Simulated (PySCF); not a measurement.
System (SMILES): F[Si]F (closed-shell singlet).
Geometry (B3LYP-D3(BJ)/def2-TZVP, fixed):
```xyz
3

Si     0.0153     0.0127     0.5768
F      1.0240    -0.6902    -0.4611
F     -1.0478     0.6704    -0.4362
```

How fast the lowest singlet excitation energy converges with the basis for several methods (PySCF): deviation from each method's own reference, in eV. References: CAM-B3LYP 5.816 eV, the value in aug-pcseg-3; PBE 5.578 eV, the value in aug-pcseg-3; PBE0 5.753 eV, the value in aug-pcseg-3. All functions are spherical. Density fitting with generated auxiliary sets. No added dispersion term, no relativity. Tamm-Dancoff approximation, the state taken by its order.

| basis | functions | CAM-B3LYP | PBE | PBE0 |
|---|---|---|---|---|
| 6-31G* | 46 | 0.004 | 0.013 | … |
| 6-31+G* | 58 | 0.005 | 0.011 | … |
| aug-pcseg-1 | 73 | -0.027 | -0.006 | … |
| 6-311++G(2d,2p) | 89 | 0.024 | 0.020 | … |
| def2-TZVPP | 104 | 0.043 | 0.048 | … |
| 6-311++G(3df,3pd) | 125 | 0.017 | 0.013 | … |
| jun-cc-pV(T+d)Z | 126 | 0.007 | 0.007 | … |
| def2-QZVP | 184 | 0.018 | 0.023 | … |

Problem. Fill in the missing entries.

Solution. 
- 6-31G*, PBE0: 0.018
- 6-31+G*, PBE0: 0.012
- aug-pcseg-1, PBE0: -0.014
- 6-311++G(2d,2p), PBE0: 0.018
- def2-TZVPP, PBE0: 0.043
- 6-311++G(3df,3pd), PBE0: 0.010
- jun-cc-pV(T+d)Z, PBE0: 0.007
- def2-QZVP, PBE0: 0.017

Mean absolute deviation over 6-311++G(2d,2p), def2-TZVPP, 6-311++G(3df,3pd), jun-cc-pV(T+d)Z: PBE0 0.019, PBE 0.022, CAM-B3LYP 0.023 eV.
